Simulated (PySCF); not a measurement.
Screening by computed properties: pick the candidate that meets the target.

All species are isolated and taken at one optimised geometry, non-relativistic unless stated; the electronic structure was computed with PySCF and density fitting.

Dipoles, sizes and rotational constants follow the conformer. The torsions of the flexible species, by atom-mapped SMILES:
- `[CH:1]#[C:2][C@:3]([F:4])([CH2:5][CH3:6])[CH2:7][OH:8]`: C2–C3–C5–C6 61°, C2–C3–C7–O8 -178°, H–O8–C7–C3 56°
- `[CH3:1][CH2:2][C:3](=[O:4])[SiH3:5]`: C1–C2–C3–O4 -127°
- `[CH:1]#[C:2][c:3]1[cH:4][n:5][n:6][cH:7][c:8]1[CH:9]=[O:10]`: C7–C8–C9–O10 0°
- `[OH:1][SiH:2]1[CH2:3][CH2:4][CH2:5]1`: H–O1–Si2–C3 46°
- `[O:1]=[PH:2]([OH:3])[OH:4]`: H–O3–P2–O1 1°, H–O4–P2–O1 1°
- `[CH3:1][CH2:2][C@H:3]([OH:4])[C:5]1=[C:6]([F:7])[CH2:8]1`: C1–C2–C3–O4 -60°, C2–C3–C5–C6 -64°, H–O4–C3–C2 -67°

The conformers of `Cl[SiH2]N1CCCC1` aren't listed.

(1) Wanted: HOMO–LUMO gap below 9.6 eV (CAM-B3LYP/def2-SVPD) and electronic spatial extent ⟨r²⟩ about the centre of nuclear charge below 1100 bohr² (CAM-B3LYP/def2-SVPD), at GFN2-xTB geometries. Which candidate meets both?
A. `CCC(=O)[SiH3]`
B. `O[SiH]1CCC1`
C. `O=[PH](O)O`
D. `CC[C@H](O)C1=C(F)C1`
E. `C#CC1=C(C=O)C=NN=C1`
F. `C#C[C@](F)(CC)CO`

(2) Wanted: dipole moment above 1.2 D (CAM-B3LYP/def2-SVPD) and static isotropic polarisability below 70 au (CAM-B3LYP/def2-SVPD), at GFN2-xTB geometries. Which candidate meets both?
A. `C#Cc1cnncc1C=O`
B. `O=[PH](O)O`
C. `CCC(=O)[SiH3]`
D. `C#C[C@](F)(CC)CO`

(3) Wanted: smallest rotational constant between 1.7 GHz and 4 GHz (GFN2-xTB) and lowest triplet excitation (Tamm–Dancoff) above 6 eV (TDA CAM-B3LYP/def2-SVPD), at GFN2-xTB geometries. Which candidate meets both?
A. `O[PH](O)=O`
B. `F[C@@](CC)(CO)C#C`
C. `O[SiH]1CCC1`
D. `C#CC1=C(C=O)C=NN=C1`
E. `CCC(=O)[SiH3]`

(4) Wanted: lowest singlet excitation between 6.2 eV and 7 eV (TDDFT CAM-B3LYP/def2-SVPD) and HOMO energy below -8.3 eV (CAM-B3LYP/def2-SVPD), at GFN2-xTB geometries. Which candidate meets both?
A. `C#Cc1cnncc1C=O`
B. `Cl[SiH2]N1CCCC1`
C. `CCC(=O)[SiH3]`
D. `C#C[C@](F)(CC)CO`
E. `O=[PH](O)O`
F. `CC[C@H](O)C1=C(F)C1`

## Answers

(1) A. Computed values:
| species | HOMO–LUMO gap | electronic spatial extent ⟨r²⟩ about the centre of nuclear charge |
| --- | --- | --- |
| C#CC1=C(C=O)C=NN=C1 | 6.47 eV | 1343 bohr² |
| CCC(=O)[SiH3] | 8.24 eV | 636 bohr² |
| CC[C@H](O)C1=C(F)C1 | 9.27 eV | 1248 bohr² |
| O[SiH]1CCC1 | 9.85 eV | 549 bohr² |
| C#C[C@](F)(CC)CO | 10.45 eV | 1006 bohr² |
| O=[PH](O)O | 11.43 eV | 299 bohr² |

(2) C. Computed values:
```
         species  dipole moment  static isotropic polarisability
      O=[PH](O)O         0.99 D                          34.2 au
C#C[C@](F)(CC)CO         1.49 D                          74.8 au
   CCC(=O)[SiH3]         2.85 D                          67.0 au
  C#Cc1cnncc1C=O         4.62 D                          96.3 au
```

(3) C. Computed values:
```csv
species,smallest rotational constant,lowest triplet excitation (Tamm–Dancoff)
C#CC1=C(C=O)C=NN=C1,0.790 GHz,2.38 eV
F[C@@](CC)(CO)C#C,1.308 GHz,5.38 eV
CCC(=O)[SiH3],2.068 GHz,2.86 eV
O[SiH]1CCC1,2.570 GHz,6.56 eV
O[PH](O)=O,4.561 GHz,7.91 eV
```

(4) D. Computed values:
```
            species  lowest singlet excitation  HOMO energy
     C#Cc1cnncc1C=O                    2.95 eV     -8.58 eV
      CCC(=O)[SiH3]                    3.50 eV     -8.27 eV
    Cl[SiH2]N1CCCC1                    5.66 eV     -7.69 eV
CC[C@H](O)C1=C(F)C1                    6.15 eV     -8.40 eV
   C#C[C@](F)(CC)CO                    6.29 eV     -9.42 eV
         O=[PH](O)O                    8.15 eV    -10.53 eV
```
